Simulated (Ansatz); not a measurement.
One geometry of Ga₇⁻, several levels of theory.

```yaml
crystal:
  periodic: [false, false, false]
  atoms:
    - {symbol: Ga, position_ang: [0.419807, -1.049481, -2.173116]}
    - {symbol: Ga, position_ang: [0.841821, -1.723096, 2.473531]}
    - {symbol: Ga, position_ang: [0.265498, 0.049595, 0.192942]}
    - {symbol: Ga, position_ang: [0.048691, -3.589061, 0.339040]}
    - {symbol: Ga, position_ang: [1.872710, -2.082102, -0.261343]}
    - {symbol: Ga, position_ang: [-1.558755, -1.455776, 0.797110]}
    - {symbol: Ga, position_ang: [-1.430273, -2.573179, -1.560863]}
basis:
  gaussian: {orbitals: def2-SVPD, initial_orbitals: start.molden}
total_charge: -1
hamiltonian: {xc: {name: LC-wPBE, parameters: {omega: 0.1/bohr}}}
scf: {omitted_lower_state_checks: [starts]}
output: {orbitals: {seedname: orbitals}}
```

The file start.molden holds the orbitals of an earlier run on this structure, at another level or in another basis.

```sh
$ ansatz run in.yaml --threads 4 --pin off --events-out ev --progress --plain --max-ram 4787MiB
```

It prints (some lines left out):

```
Functional definition: LC-wPBE
2905 factors; their error is unknown
116 factors; integrals over basis functions are off by at most 1.2e-6 eV
mean field evaluation 1: about -366549.7177 eV, gradient 4.3e1 eV
mean field evaluation 2: about -366550.2133 eV, gradient 1.0e0 eV
mean field evaluation 4: about -366550.1204 eV, gradient 2.4e-2 eV
mean field -366550.12044456 eV, -13470.4684697423 hartree, gradient 3.4e-5 eV, S^2 0.000000; 0 other end points of the search recorded, 0 dependent functions left out
reference -366550.12044464 eV, -13470.4684697453 hartree; 109, 109 occupied and 157, 157 virtual orbitals, 2905 factors
Total energy: -366550.12044464 eV, -13470.4684697453 hartree
Checks for a lower state left out: starts
```

It took 13 s on 4 threads of AMD EPYC 7R43 on a shared host, peak host memory 0.89 GiB.

The first input with `gaussian: {orbitals: STO-3G}`, `hamiltonian: {xc: hf}` (abridged; 42 s):

```
Functional definition: HF
mean field evaluation 16: about -362073.8997 eV, gradient 2.4e-1 eV
mean field evaluation 32: about -362073.9521 eV, gradient 2.0e0 eV
mean field -362074.12171777 eV, -13305.9785504738 hartree, gradient 9.7e-6 eV, S^2 0.000000
Total energy: -362074.12171777 eV, -13305.9785504738 hartree
Checks for a lower state left out: starts
```

The first input with `gaussian: {orbitals: def2-SVP, initial_orbitals: start.molden}`, `hamiltonian: {xc: {name: B97M-V}}` (abridged; 19 s):

```
Functional definition: B97M-V
mean field -366534.23526995 eV, -13469.8847003427 hartree, gradient 2.0e-5 eV, S^2 0.000000
Total energy: -366534.23532016 eV, -13469.8847021879 hartree
Checks for a lower state left out: starts
```

First input, but with `gaussian: {orbitals: def2-SVP, initial_orbitals: start.molden}`, `hamiltonian: {xc: pbe0, dispersion: d4}` (abridged; 18 s):

```
Functional definition: PBE0
mean field -366556.59197325 eV, -13470.7062940350 hartree, gradient 2.1e-5 eV, S^2 0.000000
Total energy: -366557.14097139 eV, -13470.7264693447 hartree
Checks for a lower state left out: starts
```

As the first input, with `hamiltonian: {xc: {name: LC-wPBE, parameters: {omega: 0.15/bohr}}}` (abridged; 10 s):

```
Functional definition: LC-wPBE
mean field -366550.10804281 eV, -13470.4680139863 hartree, gradient 1.8e-5 eV, S^2 0.000000
Total energy: -366550.10804284 eV, -13470.4680139876 hartree
Checks for a lower state left out: starts
```

The first input with `gaussian: {orbitals: def2-SVP, initial_orbitals: start.molden}`, `hamiltonian: {xc: pbe, dispersion: d4}` (abridged; 4.5 s):

```
Functional definition: PBE
mean field -366550.06699934 eV, -13470.4665056667 hartree, gradient 1.1e-5 eV, S^2 0.000000
Total energy: -366550.70319593 eV, -13470.4898854601 hartree
Checks for a lower state left out: starts
```

First input, but with `gaussian: {orbitals: def2-SVP, initial_orbitals: start.molden}`, `hamiltonian: {xc: {name: r2SCAN0}, dispersion: d4}` (abridged; 17 s):

```
Functional definition: r2SCAN0
mean field -366597.92193964 eV, -13472.2251422855 hartree, gradient 7.5e-5 eV, S^2 0.000000
Total energy: -366598.07569175 eV, -13472.2307925712 hartree
Checks for a lower state left out: starts
```

Geometry: PBE0-D4/def2-SVPD.

At HF/STO-3G the highest occupied level of the charge -1 singlet lies above zero (up to 0.75 eV). In Hartree–Fock with STO-3G the lack of diffuse functions raises the level. The structure comes from a short search, and lower isomers may exist.
